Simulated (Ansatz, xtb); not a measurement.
Reaction (SMILES): ClC(Cl)=C(Cl)Cl + 6 [H][H] (H2) → 2 C (CH4) + 4 Cl (HCl)
Each molecule is optimised on its own at B3LYP-D3(BJ)/def2-TZVP (Ansatz, a first-principles code). Unstable Hartree-Fock reference: ClC(Cl)=C(Cl)Cl.

Property: energy of full hydrogenation (electronic energy difference), in kJ/mol. Valence correlation only, unless marked. No spin-orbit coupling. No relativistic terms. Basis-set limits of correlation are two-point, X^-3; Hartree-Fock from the larger set. [CCSD(T)-MP2]/basis is that difference in the basis named.

```json
[
 {"level": "GFN1-xTB", "program": "xtb", "energy of full hydrogenation (kJ/mol)": "-717.5"},
 {"level": "PBE0-D3(BJ)/def2-TZVP", "program": "Ansatz + dftd3", "energy of full hydrogenation (kJ/mol)": "-588.5"},
 {"level": "wB97M-V/def2-TZVPD", "program": "Ansatz", "energy of full hydrogenation (kJ/mol)": "[?]"},
 {"level": "wB97X/def2-TZVPD", "program": "Ansatz", "energy of full hydrogenation (kJ/mol)": "-629.9"},
 {"level": "RI-MP2/CBS(cc-pV(T+d)Z,cc-pV(Q+d)Z)+[CCSD(T)-MP2]/cc-pV(T+d)Z", "program": "Ansatz", "energy of full hydrogenation (kJ/mol)": "[?]"}
]
```

Problem. Some entries are withheld; supply them.

Solution. 
- wB97M-V/def2-TZVPD, energy of full hydrogenation (kJ/mol): -595.9
- RI-MP2/CBS(cc-pV(T+d)Z,cc-pV(Q+d)Z)+[CCSD(T)-MP2]/cc-pV(T+d)Z, energy of full hydrogenation (kJ/mol): -594.5
